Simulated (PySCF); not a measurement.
**Gas-phase XPS of `CCO[SiH2-]`, computed**

Species: C₂H₇OSi (charge -1).
Atom-mapped SMILES: `[CH3:1][CH2:2][O:3][SiH2-:4]`

Level of theory: delta-SCF UKS SCAN, pcX-2 on the ionised atom, pcseg-1 elsewhere, spin-free X2C in PySCF 2.14.0. Vertical ΔSCF values, vacuum level as zero.

Task: Give the core binding energies atom by atom.

Result: 
| atom(s) | environment | level | binding energy (eV) | 2p1/2 (eV) | above the level's lowest (eV) | count |
| --- | --- | --- | --- | --- | --- | --- |
| Si4 | silicon bonded to O and 2 H | Si 2p3/2 | 100.03 | 100.66 | 0.00 | 1 |
| C1 | methyl carbon | C 1s | 286.75 | – | 0.00 | 1 |
| C2 | sp3 carbon bound to oxygen | C 1s | 287.33 | – | +0.58 | 1 |
| O3 | silyl ether oxygen | O 1s | 532.02 | – | 0.00 | 1 |
| Si4 | silicon bonded to O and 2 H | Si 1s | 1839.94 | – | 0.00 | 1 |

Lowest listed C 1s: C1, bonded to C and 3 H. Highest, 0.58 eV above it: C2, bonded to O, C and 2 H. Summing the Pauling electronegativity differences to the bonded atoms, each weighted by its formal bond order, gives -1.05 for the lowest site and +0.19 for the highest.

Task: What is the longest wavelength that can ionise Si 1s of Si4 vertically?

Result: λ = hc/E = 12398.42 eV Å / 1839.94 eV = 6.738 Å.

Task: Give the binding energy of Si 1s of Si4 in hartree and in kJ/mol.

Result: 1839.94 eV = 67.6165 Eh = 177527 kJ/mol.

The 2p values add to the ΔSCF energy of one spin-free hole a correction within the shell (spin–orbit coupling, ligand field). 2p1/2 minus 2p3/2 (ligand field included): Si 0.63 eV. The species carries charge -1, so core ionisation leaves a neutral species. The basis sets have no added diffuse functions. The structure is a single PBE0-D3(BJ)/def2-SVP conformer in the gas phase; no vibrational or solvent corrections.

Shape of the structure used: `[CH3:1][CH2:2][O:3][SiH2-:4]`: C1–C2–O3–Si4 179°.
